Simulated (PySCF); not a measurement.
Species: C₅H₉OSi (doublet state).
Z-matrix (Å and degrees, GFN2-xTB geometry), rows numbered from 1:
```
Si
O   1  1.6163
C   2  1.4090  1  129.48
C   3  1.5433  2  111.67  1    78.50
C   4  1.4968  3  104.50  2   114.09
C   5  1.3207  4  112.40  3     2.81
C   6  1.4961  5  112.45  4     0.10
H   1  1.4579  2  112.41  3    60.86
H   1  1.4582  2  113.83  3   -67.53
H   3  1.0968  2  108.41  1   -43.78
H   4  1.0924  3  111.72  2  -125.17
H   4  1.0919  3  110.00  2    -5.28
H   5  1.0763  4  121.15  3  -176.72
H   6  1.0761  5  126.35  4  -179.49
H   7  1.0919  3  111.83  2   123.36
H   7  1.0923  3  109.49  2     3.77
```

The hyperfine couplings belong to this conformer and change with its torsions.

The species is `[SiH2]OC1CC=CC1` [radical].

Computed, not measured: UKS B3LYP, pcH-1 on C H O Si, non-relativistic, mean-field spin-orbit, GIAO (PySCF). One conformer (not necessarily the lowest) at the GFN2-xTB geometry, without solvent, vibrations or thermal averaging. Couplings are sensitive to structure, and on GFN2-xTB geometries they can be far from those on DFT ones, by a factor of two or more for some ions and for spin on atoms past the first row. Stability of the SCF solution: not tested.

Task: The isotropic 13C couplings, averaged over equivalent nuclei, are +32.5, -1.2 MHz. Assign them to C3; C4/C7.

Result: 
```json
{"site": "C3", "a_iso (MHz)": "+32.5", "ρ(0) (bohr⁻³)": "+0.0289", "position": "2 bonds from Si1", "distance from Si1 (Å)": "2.74", "spin population": "+0.02", "largest |T| (MHz)": "6.2"}
{"site": "C4/C7", "a_iso (MHz)": "-1.2", "ρ(0) (bohr⁻³)": "-0.0010", "position": "3 bonds from Si1", "distance from Si1 (Å)": "3.72", "spin population": "0.00", "largest |T| (MHz)": "0.5"}
```

ρ(0) is the spin density at the nucleus and T the dipolar tensor; a_iso includes a spin–orbit part; entries for several nuclei are means. The largest Mulliken spin population is on Si1 (+0.94). The angles at Si1 add up to 338.0°, so it is pyramidal.

Class means assume fast exchange of nuclei equivalent by connectivity; if that motion is slow, each nucleus keeps its own coupling. The 1H value of +69.1 MHz is a mean of couplings from 64.9 to 73.4 MHz in this one geometry, not an average over conformers.
